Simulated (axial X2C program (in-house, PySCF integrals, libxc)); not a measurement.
## Which molecule has these constants?

All values come from calculations with an in-house relativistic program for diatomic molecules, spin-free (one-electron X2C) or two-component (2c: spin–orbit coupling with atomic mean-field Coulomb and Gaunt terms, which also bring small scalar terms), in Dyall basis sets with cores contracted in-house; open shells are unrestricted.

A two-component PBE0 calculation in a Dyall 3-zeta basis gave Re = 1.711 Å, ωe = 1010.7 cm⁻¹, dipole magnitude 3.42 D, Ω = 0.

Question: Which molecule is it?
A. TiO
B. ZrO
C. HfO

Answer: C. The others have ZrO 1.713 Å and 974.7 cm⁻¹ (Ω = 1); TiO 1.598 Å and 1066.9 cm⁻¹ (Ω = 1).

Each entry is the lowest single determinant of a limited PBE0 search at one distance. De goes to single-determinant-based atoms at the same level (for ions the charge split of lowest energy) and is withheld (n/a) where an atom does not fit its ground term or J level. Main or longest-lived isotopes. One determinant is a doubtful description, or other states lie close, for ZrO, TiO; these need not be ground states, and all values refer to the states named. With several unpaired electrons the Ω given is that of one determinant, not necessarily of the lowest component. The functionals have no current term, which raises determinants with orbital currents.
